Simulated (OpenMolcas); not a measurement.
**Os5+ in a point-charge field**

Os5+ among 4 point charges of -2 e arranged as a tetrahedron (Td), 1.65 Å from the ion.

```yaml
Program: OpenMolcas 26.06
Method: "SS-CASPT2, IPEA 0.25 Eh, imaginary shift 0.1 Eh (closed shells correlated: 4f 5s 5p)"
Basis: ANO-RCC-VTZP [8s7p5d3f2g1h]
Scalar_Hamiltonian: DKH2, point nucleus
Active_space: 3 electrons in 5 orbitals (5d)
State_averaging: 2S+1 = 4 even, 10 roots; 2S+1 = 2 even, 40 roots
Spin-orbit_coupling: state interaction with AMFI integrals over the reference wave functions
```

The lowest spin-free states (labels of Td), above the lowest:

```
State  Degeneracy  E (cm-1)  Free-ion L (%)
  4T1           3         0          F (97)
  4T2           3      6050         F (100)
   2E           2      8710          G (49)
  2T1           3     13390          G (59)
  4A2           1     13660         F (100)
  2T2           3     13870          G (76)
  4T1           3     16080          P (97)
  2T1           3     16100          P (65)
  2A1           1     17970         G (100)
  2T2           3     20510          H (63)
  2T1           3     21670          H (69)
   2E           2     22800          H (57)
  2T2           3     25350          D (70)
  2T1           3     26530          H (58)
   2E           2     27830          G (47)
  2T2           3     30890          F (94)
  2A2           1     32550         F (100)
  2T1           3     32560          F (83)
   2E           2     49720          D (99)
  2T2           3     50240          D (93)
```

The lowest levels with spin-orbit coupling:

```tsv
E (cm-1)	Degeneracy	Label	2S+1	g
0	4	Γ8	4 (81 %)	
5110	2	Γ7	4	1.93 1.93 1.93
7690	4	Γ8	4	
11510	2	Γ6	4 (87 %)	1.86 1.86 1.86
11560	4	Γ8	4 (72 %)	
12720	2	Γ7	4 (77 %)	3.48 3.48 3.48
13710	4	Γ8	2 (52 %)	
14400	2	Γ6	4 (60 %)	0.14 0.14 0.14
17020	4	Γ8	2 (53 %)	
17650	2	Γ6	2 (53 %)	2.03 2.03 2.03
17850	4	Γ8	2 (64 %)	
22330	4	Γ8	4 (58 %)	
22490	2	Γ7	2 (77 %)	2.64 2.64 2.64
22950	2	Γ6	2 (61 %)	0.19 0.19 0.19
24540	4	Γ8	2 (57 %)	
25780	2	Γ6	2 (61 %)	1.69 1.69 1.69
26170	2	Γ7	4 (87 %)	2.48 2.48 2.48
26320	4	Γ8	4 (84 %)	
28040	4	Γ8	2 (70 %)	
29970	2	Γ6	2 (80 %)	1.21 1.21 1.21
```

Powder χT (cm3 K/mol): 0.101 at 2 K, 0.101 at 10 K, 0.105 at 50 K, 0.11 at 100 K, 0.12 at 200 K, 0.13 at 300 K. The effective moment at 300 K is 2.828 √(χT) = 1.02 μB.

Roots that are degenerate in the reference are averaged as groups; the widest CASPT2 spread within a group is 250 cm-1 (the 3-fold group of multiplicity 4 near 6050 cm-1 above the lowest state of its run). Shifts and gaps below about the spread of the groups concerned are not significant. Spin-orbit coupling mixes the spin-free states strongly: the lowest level takes only 61 % from its leading state, 4T1. Point charges give a weaker field than real ligands, and real ions of this kind are as a rule low spin; the high spin found here belongs to the model. Free-ion shares, where given, are those of the reference states; single-state CASPT2 does not remix them. This is an electrostatic model: the charges have no orbitals. No measured value stands beside these numbers.
